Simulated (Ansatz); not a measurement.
```yaml
crystal:
  periodic: [false, false, false]
  atoms:
    - {symbol: Br, position_ang: [-2.017785, 0.639409, -0.042113]}
    - {symbol: C, position_ang: [-0.105000, 0.387131, -0.781240]}
    - {symbol: C, position_ang: [0.763255, 0.362884, 0.484964]}
    - {symbol: Al, position_ang: [-0.314005, -1.217645, 0.209421]}
    - {symbol: H, position_ang: [-0.006994, 1.109615, -1.584680]}
    - {symbol: H, position_ang: [0.675327, 1.166099, 1.216115]}
    - {symbol: H, position_ang: [1.805933, 0.229457, 0.175905]}
    - {symbol: H, position_ang: [-0.708532, -2.733951, 0.265728]}
basis:
  gaussian: {orbitals: def2-SVP, nuclear_model: gaussian}
hamiltonian: {xc: {name: r2SCAN50}}
output: {forces: true}
```

```sh
$ ansatz run in.yaml --threads 2 --pin off --events-out ev --progress --plain --max-ram 4352MiB
```

It prints (some lines left out):

```
Functional definition: r2SCAN50
  name "r2SCAN50"
  cite "Bursch, Neugebauer, Ehlert & Grimme, J. Chem. Phys. 156, 134105 (2022) doi:10.1063/5.0086040"
  cite "Furness, Kaplan, Ning, Perdew & Sun, J. Phys. Chem. Lett. 11, 8208 (2020) doi:10.1021/acs.jpclett.0c02405"
  cite "Furness, Kaplan, Ning, Perdew & Sun, J. Phys. Chem. Lett. 11, 9248 (2020) doi:10.1021/acs.jpclett.0c03077"
  parent r2scan
  parameter a = 0.5
  parameter k0 = 0.174
  parameter k1 = 0.065
  parameter a1 = 4.9479
  exchange = (1 - a)*r2scan_x(k0 = k0, k1 = k1, a1 = a1) + a*exact_x
  correlation = r2scan_c
965 factors; integrals over basis functions are off by at most 1.3e-3 eV
mean field evaluation 1: about -78760.3723 eV, gradient 4.1e1 eV
mean field evaluation 2: about -78758.7832 eV, gradient 4.6e1 eV
mean field evaluation 4: about -78764.8333 eV, gradient 2.0e0 eV
mean field evaluation 8: about -78765.1415 eV, gradient 2.3e-1 eV
mean field evaluation 16: about -78765.1418 eV, gradient 1.4e-4 eV
mean field -78765.14176965 eV, -2894.5655711040 hartree, gradient 3.1e-5 eV, S^2 0.000000; 0 other end points of the search recorded, 0 dependent functions left out
the calculation of the forces begins
reference -78765.14177571 eV, -2894.5655713266 hartree; 32, 32 occupied and 66, 66 virtual orbitals, 965 factors
Total energy: -78765.14177571 eV, -2894.5655713266 hartree
Atom 0 at    -2.017785     0.639409    -0.042113 Å, force     0.029518    -0.004741    -0.001283 eV/Å
Atom 1 at    -0.105000     0.387131    -0.781240 Å, force     0.081430    -0.006090     0.247661 eV/Å
Atom 2 at     0.763255     0.362884     0.484964 Å, force    -0.165478    -0.155097    -0.155133 eV/Å
Atom 3 at    -0.314005    -1.217645     0.209421 Å, force     0.016421    -0.049941    -0.037703 eV/Å
Atom 4 at    -0.006994     1.109615    -1.584680 Å, force     0.008819    -0.005665    -0.046800 eV/Å
Atom 5 at     0.675327     1.166099     1.216115 Å, force    -0.005690     0.044163     0.003971 eV/Å
Atom 6 at     1.805933     0.229457     0.175905 Å, force    -0.009676     0.014914    -0.013129 eV/Å
Atom 7 at    -0.708532    -2.733951     0.265728 Å, force     0.044656     0.162457     0.002416 eV/Å
Dipole moment:     0.163535    -0.142779     0.001836 e Å
```

Run time 4.2 s (2 threads of an Arm Neoverse V2 on a shared host); peak host memory 0.41 GiB.
